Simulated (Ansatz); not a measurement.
H$_{4}$O$_{2}$Se$_{2}$Zr, SMILES `[OH][Zr]([OH])([SeH])[SeH]`. Total charge 0; spin multiplicity 1. Zr: def2 effective core potential. Geometry: relaxed with PBE0-D4/def2-TZVP. It is one conformer, not always the lowest.

```xyz
9

O     1.181   -0.943    1.318
Zr    0.191   -0.006   -0.003
O     1.199    0.862   -1.357
Se   -1.209    1.699    1.363
Se   -1.365   -1.611   -1.322
H     1.804   -1.443    1.838
H     1.838    1.320   -1.897
H    -1.745    2.239    0.103
H    -1.895   -2.116   -0.044
```

(1) What is the dipole moment at ωB97M-V/def2-TZVPP? (Best estimate.)

(2) And with PBE, r2SCAN, B3LYP? (An estimate is asked.)

(3) Give the Mulliken charges with ωB97M-V, PBE, B3LYP in def2-TZVPP. (Estimate.)

Answers

(1) Ansatz gave: 3.62 D, with components (3.61, -0.12, -0.06) D in this frame, pointing from negative to positive charge.

(2) Computed: PBE 3.40 D, r2SCAN 3.47 D, B3LYP 3.44 D.

(3) The calculation gave: 
| atom | ωB97M-V | PBE | B3LYP |
| --- | --- | --- | --- |
| O1 | -0.46 | -0.45 | -0.50 |
| Zr2 | 0.97 | 0.93 | 1.07 |
| O3 | -0.46 | -0.45 | -0.50 |
| Se4 | -0.27 | -0.27 | -0.28 |
| Se5 | -0.27 | -0.27 | -0.28 |
| H6 | 0.17 | 0.19 | 0.19 |
| H7 | 0.17 | 0.19 | 0.19 |
| H8 | 0.08 | 0.06 | 0.05 |
| H9 | 0.08 | 0.06 | 0.05 |

B3LYP here is the variant with VWN-RPA as its local correlation; programs differ in this.
